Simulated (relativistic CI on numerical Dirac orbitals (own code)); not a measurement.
Charge states of barium

Computed by Dirac-Coulomb-Breit CI, KLI orbitals optimised for each configuration, a model potential for QED, valence Slater integrals scaled by 0.9 (own radial code, finite nucleus).

Each species is treated in one configuration, given outside its closed core. Radial values are for the open shell of highest l, unscaled and averaged over j; ζ includes the Breit term. Labels give the leading LS character, summed over repeated terms.

```
  Ion  Configuration  Its lowest level  LS weight (%)   ζ (cm⁻¹)  Next level    E (cm⁻¹)  ⟨r⟩ (bohr)  ⟨r²⟩ (bohr²)
Ba⁴⁸⁺        2s2 2p4              3P_2             70  2.155e+06        1S_0      315080     0.09222       0.01032
Ba⁴⁹⁺        2s2 2p3                 ?              ?          ?           ?           ?           ?             ?
Ba⁵⁰⁺        2s2 2p2              3P_0             70  2.236e+06        3P_1  3.1758e+06     0.09078      0.009992
Ba⁵¹⁺         2s2 2p           2P°_1/2            100  2.277e+06     2P°_3/2  3.4206e+06      0.0901      0.009836
Ba⁵²⁺            2s2              1S_0            100                                                             
Ba⁵³⁺             2s            2S_1/2            100                                         0.1028       0.01246
Ba⁵⁴⁺            1s2              1S_0            100
```

Fill in the row of Ba⁴⁹⁺.

Its lowest level J = 3/2 (mixed); LS weight (%) 47; ζ (cm⁻¹) 2.195e+06; Next level 4S°_3/2; E (cm⁻¹) 3.0875e+06; ⟨r⟩ (bohr) 0.09149; ⟨r²⟩ (bohr²) 0.01016.
